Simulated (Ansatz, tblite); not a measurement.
Isomers of TaO3H (singlet), found by a short tight-binding search and relaxed with r2SCAN-D4/def2-TZVP in Ansatz.

In the def2 sets Ta takes a core potential; there is no spin–orbit coupling. The xTB rows come from tblite.

Run but left out: HF/def2-TZVPP, MP2/def2-TZVPP, CCSD/def2-TZVPP, CCSD(T)/def2-TZVPP (A: restricted singlet, unstable towards broken spin symmetry).

A further structure is left out (at the level of its geometry, restricted singlet, unstable towards broken spin symmetry at other levels and untested here); at PBE0-D4/def2-TZVP its energy lies 0.50 eV below the lowest shown.

A: The restricted singlet is unstable towards broken spin symmetry in Hartree–Fock (as tested in another run); at LDA (SPW92)/def2-TZVP, PBE-D4/def2-TZVP, r2SCAN-D4/def2-TZVP, B97M-V/def2-TZVP and others this wasn't settled. It holds 1 O–O bond. B: The restricted singlet is unstable towards broken spin symmetry in Hartree–Fock (as tested in another run); at LDA (SPW92)/def2-TZVP, PBE-D4/def2-TZVP, r2SCAN-D4/def2-TZVP, B97M-V/def2-TZVP and others this wasn't settled. It holds 1 O–O bond.

Other spin states weren't relaxed.

A:

```
atom    x (Å)    y (Å)    z (Å)
 Ta1  -0.6926   0.7644  -0.5787
  O2  -2.1517   0.0645  -1.1248
  O3   1.3365   0.0704   0.4243
  O4   0.2688  -0.8140  -0.1012
  H5   1.2391  -0.0852   1.3804
```

B:

```xyz
5

Ta    0.132   -1.194   -0.803
O    -0.330    1.311    1.041
O    -1.228   -1.821   -0.022
O     0.344    0.565    0.035
H     1.082    1.138   -0.251
```

Q: Estimate which lies lowest at each level, and how far above it the others are (eV).

A: 
| level | A | B |
| --- | --- | --- |
| GFN1-xTB | 0.00 | 2.28 |
| GFN2-xTB | 0.00 | 1.59 |
| LDA (SPW92)/def2-TZVP | 0.00 | 2.50 |
| PBE-D4/def2-TZVP | 0.00 | 2.43 |
| r2SCAN-D4/def2-TZVP | 0.00 | 2.56 |
| B97M-V/def2-TZVP | 0.00 | 2.55 |
| PBE0-D4/def2-TZVP | 0.00 | 2.55 |
Point groups (tolerance 0.1 Å): A not assigned, B Cs. Lower isomers may exist.
